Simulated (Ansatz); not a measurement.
Stepwise reaction of `[Br][Mg][Br]` with methanol, as a gas-phase model of exchange steps in deposition or etching. ΔE in kJ/mol.

Calculated with Ansatz (gas phase, PBE0-D4/def2-TZVP geometries, no zero-point term in ΔE). CCSD(T)/CBS adds triple-zeta CCSD(T) − MP2 to the extrapolated MP2 energy (def2 sets, frozen cores). This one scheme is used for every species. DFT in def2-TZVPP. B3LYP here is the variant with VWN-RPA as its local correlation; programs differ in this. For Br, Mg outer-core shells are correlated without core-valence functions, which leaves a few kJ/mol of doubt a bond. Scalar relativity is left out up to krypton. Each species was taken in one conformer, which may not be the lowest.

```json
{"step": "1", "reaction": "`[Br][Mg][Br]` + CH₃OH → `C[O][Mg][Br]` + HBr", "PBE-D4": "88.3", "B3LYP-D4": "85.8", "ωB97M-V": "90.5", "CCSD(T)/CBS": "86.6"}
```

Q: Give the row of step 2, `C[O][Mg][Br]` + CH₃OH → `C[O][Mg][O]C` + HBr. (Best estimate.)

A: The calculation gave: 
| step | reaction | PBE-D4 | B3LYP-D4 | ωB97M-V | CCSD(T)/CBS |
| --- | --- | --- | --- | --- | --- |
| 2 | `C[O][Mg][Br]` + CH₃OH → `C[O][Mg][O]C` + HBr | 92.5 | 90.5 | 96.4 | 92.7 |

Q: By hand: ΔE of the 2 steps together at CCSD(T)/CBS.

A: (86.6) + (92.7) = 179.3 kJ/mol, or 89.7 kJ/mol a step.

In ΔE each step is higher than the one before. All are uphill at CCSD(T)/CBS. PBE-D4 differs from CCSD(T)/CBS by -0.2 to 1.7 kJ/mol a step. Isolated molecules leave out the surface, adducts and barriers. Largest T1 diagnostic: 0.011.
